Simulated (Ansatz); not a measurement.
```yaml
crystal:
  periodic: [false, false, false]
  atoms:
    - {symbol: Cl, position_ang: [-0.937877, -0.738963, 4.030412]}
    - {symbol: Ti, position_ang: [0.186520, -0.102547, 0.191783]}
    - {symbol: Cl, position_ang: [3.348440, -2.282797, -0.943165]}
    - {symbol: I, position_ang: [-3.550558, -1.429004, -2.717297]}
    - {symbol: I, position_ang: [1.168263, 4.605076, -0.538635]}
basis:
  gaussian: {orbitals: x2c-TZVPPall, fitting: {mean_field: cc-pVTZ-jkfit}}
total_charge: -1
magnetization: {spin_polarized: true, initial_magnetization: 1}
hamiltonian: {xc: {name: BHLYP}, dispersion: d4}
accuracy: high
```

```sh
$ ansatz run in.yaml --threads 4 --pin off --events-out ev --progress --plain --max-ram 11315MiB
```

Shortened log:

```
Functional definition: BHLYP
Error: <dir> the basis set cc-pVTZ-JKFIT has no functions for Ti
```
